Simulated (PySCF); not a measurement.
Atom-mapped SMILES (the numbers label the heavy atoms): `[F:1][CH2:2][C:3]1=[C:4]([F:5])[CH2:6][CH2:7]1`. Hydrogens are named by the atom that carries them.

Geometry: PBE0-D3(BJ)/def2-SVP; GIAO absolute shieldings from PySCF 2.14.0 with density-fitted response routines, gas phase, non-relativistic, averaged over equivalent atoms.

At LDA/pcSseg-1 (149 basis functions, 16 s wall time on 1 thread of an Arm Neoverse V1, shared host):
```tsv
atoms	σ (ppm)
F5	234.2
F1	415.1
C4	21.0
C3	58.0
C2	101.3
C6	146.6
C7	159.5
H(C2)	25.71
H(C6)	28.09
H(C7)	28.60
```

**Question.** Predict the values at PBE0/6-311+G(2d,p) on the same geometry.

**Answer.** 
```tsv
atoms	σ at PBE0/6-311+G(2d,p)	change
F5	264.0	+29.8
F1	417.0	+1.9
C4	32.2	+11.2
C3	68.4	+10.4
C2	113.6	+12.3
C6	154.1	+7.5
C7	166.1	+6.6
H(C2)	26.78	+1.07
H(C6)	28.84	+0.75
H(C7)	29.40	+0.80
```

The largest change is at F5 (vinylic fluorine). Cost: 225 basis functions, 26 s wall time on 1 thread of an Arm Neoverse V1, shared host. The order of the carbon signals is the same at both levels.
